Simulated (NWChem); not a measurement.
System: BSiH5; SMILES B[SiH3]

NWChem input:

```
start job
memory heap 200 mb stack 900 mb global 1100 mb
geometry units angstroms noautoz
  B     -0.001336     1.413149     0.011295
  H      1.021636     2.040690     0.154844
  H     -1.012813     2.037430    -0.207993
  Si    -0.002362    -0.600987     0.039088
  H      0.264563    -1.019523    -1.380615
  H     -1.313384    -1.198006     0.445000
  H      1.076304    -1.191881     0.892006
end
basis spherical
  B library 6-31g*
  H library 6-31g*
  Si library 6-31g*
end
dft
  xc xcamb88 1.00 lyp 0.81 vwn_5 0.19 hfexch 1.00
  cam 0.33 cam_alpha 0.19 cam_beta 0.46
  iterations 150
end
tddft
  cis
  nroots 6
  notriplet
end
task tddft energy
```

All runs use the structure optimised with PBE0/def2-SVP.

Vertical excitations in the gas phase.

Q: Give the results of this calculation. (CAM-B3LYP/6-31G* (spherical d), TDA.) Quantities: basis functions; lowest excitation, singlet (eV); oscillator strength of that lowest state; lowest state with f > 0.02, singlet (eV); oscillator strength of that bright state; orbital gap (eV).

A: 
```
Quantity                                  Result
----------------------------------------  ------
number of basis functions                     42
lowest excitation, singlet (eV)             4.46
oscillator strength of that lowest state   0.007
lowest state with f > 0.02, singlet (eV)    7.15
oscillator strength of that bright state   0.079
orbital gap (eV)                            8.76
```
